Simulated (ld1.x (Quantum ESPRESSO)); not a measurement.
## Before and after: TM potential for bromine (Br)

* Element: bromine (Br)
* Generator: ld1.x (Quantum ESPRESSO) 7.5
* Type: norm-conserving Troullier–Martins (Kleinman–Bylander form)
* Functional: PBE
* Relativity: scalar-relativistic
* Frozen core: [Ar] 3d10
* Valence charge: 7
* Reference configuration: 4s1.5 4p5.5
* Partial waves: 4p (bound): rc 1.15 bohr; 4d channel at 0.35 Ry: rc 0.95 bohr; 4s (bound): rc 1.25 bohr
* Local potential: the s channel
* Core correction: a·sin(br)/r model core, default radius (core density twice the valence density)

All-electron outer shells of the reference configuration (PBE, scalar-relativistic, ld1.x):

```
shell  level (eV)  outermost node (bohr)  outermost maximum (bohr)
   3p     -174.29                   0.21                      0.48
   3d      -67.50                      –                      0.43
   4s      -20.54                   0.67                      1.41
   4p       -8.16                   0.70                      1.66
```

Change: wave 4s (bound): rc 1.25 bohr becomes 4s (bound): rc 0.84 bohr.

Cutoffs: the cutoffs (Ry, on a coarse ladder) from which the occupation-weighted sum of valence levels, in a spherical-Bessel basis at the reference potential, stays within 10 and 1 mRy of its value at 400 Ry; they do not see the model core or the augmentation charge, which bear on the density cutoff. Errors are all-electron minus pseudo energies relative to the spin-unpolarised reference configuration.

Problem. How do hardness, ghosts and transferability respond?

Solution. Both files keep a bound ghost (p); the s channel binds one level more than in the base; the number of tests that count goes from 7 to 6; of the 6 tests that both files solve, the error grows in 6 and shrinks in 0 by more than 15 % and 0.3 meV (median size 18.9 → 40.6 meV). That the errors move this way runs against the usual rule that smaller radii transfer better.

| quantity | base | changed |
| --- | --- | --- |
| cutoff, loose | 100 Ry | 300 Ry |
| cutoff, tight | 300 Ry | over 300 Ry |
| loose cutoff by channel (10 mRy a level) | p 90 Ry, s 40 Ry | p 80 Ry, s 300 Ry |
| bound ghosts | p | p |
| largest miss of a reference level, eV | 0.00 | 0.07 |
| tests counted (converged, no solver errors) | 7 of 7 | 6 of 7 |
| error for 4s2 4p4, meV [ΔE 6.39 eV] | -4.7 | +18 |
| error for 4s2 4p3, meV [ΔE 29.15 eV] | -33 | +64 |
| error for 4s2 4p1, meV [ΔE 109.16 eV] | -155 | +415 |
| error for 4s2 4p4.5, meV [ΔE -1.09 eV] | -0.3 | +11 |
| error for 4s2 4p2, meV [ΔE 63.14 eV] | -88 | +181 |
| error for 4s2 4p5.3, meV [ΔE -8.12 eV] | -2.5 | +11 |

Changed file: Tests not counted: 4s2 4p5 (pseudo-atom not self-consistent, printed error +17 meV). A true bound ghost makes a file unfit for plane-wave use even where its test errors are small: the radial tests pick states by their node count and pass the ghost by.
